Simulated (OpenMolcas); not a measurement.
V3+ (d2) among equal point charges was computed by CASSCF with the d shell active (OpenMolcas, ANO-RCC-VDZP on the metal). Its lowest spin-free states, and all those of the highest spin:

```csv
2S+1,Degeneracy,E (cm-1)
3,1,0.0
3,2,543.1
3,2,1035
3,2,2705
1,2,14273
1,2,14677
1,1,15252
3,1,17409
3,2,17720
1,1,21570
1,1,21583
1,2,22421
```

Question: Is the site octahedral, tetrahedral or cube-like, axial, or of lower symmetry?

Answer: The states with 2S+1 = 3 have orbital degeneracies 1, 2, 2, 2, 1, 2. There are pairs but no triples, so the site is axial: not cubic, but with a proper or improper axis of order three or more. The run had V3+ among 5 point charges of -1 e arranged as a trigonal bipyramid (D3h), 1.97 Å from the ion, with the axial distance 2.147 Å.

Without dynamic correlation the repulsion within the d shell is too large (B by tens of per cent), so at a given field states of lower spin stand too high. The ground term spreads over less than 5000 cm-1, several times less than with real ligands, so orbital moments are less quenched and χT lies further from the spin-only value than at real sites. Point charges carry no covalency, so the field is a model and not that of real ligands. An unlabelled pair can be two single states that coincide in this model. No measured value stands beside these numbers.
